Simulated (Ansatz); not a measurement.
C2H7BSi at its PBE0-D4/def2-TZVP geometry, where that method's forces vanish. Charge 0, multiplicity 1. The bonds changed during the relaxation, so this is another structure than the one it started from.

```xyz
11

B     0.8253   -0.3845    0.2849
Si   -0.5869   -0.3101   -1.2547
C    -0.7956   -0.0489    0.4817
C     0.2228    0.8906    1.0205
H     1.4034   -1.3435    0.6853
H     1.1704   -0.0704   -0.9073
H    -0.4857    0.7768   -2.2560
H    -0.9998   -1.5980   -1.8514
H    -1.3760   -0.6983    1.1223
H     0.3105    0.9105    2.1021
H     0.3115    1.8757    0.5727
```

Problem. What forces (eV/Å) does PBE-D4/def2-TZVPP give on these atoms in Ansatz 0.2.0? (Best estimate.)

Solution. The calculation gave: 
```
B1   0.150 -0.096 -0.106
Si2 -0.077 -0.087 -0.245
C3  -0.155  0.046  0.150
C4   0.013  0.122  0.065
H5   0.050 -0.105  0.037
H6   0.119  0.043  0.001
H7   0.025  0.135 -0.107
H8  -0.057 -0.146 -0.061
H9  -0.129 -0.134  0.130
H10  0.026  0.016  0.223
H11  0.035  0.204 -0.086
```
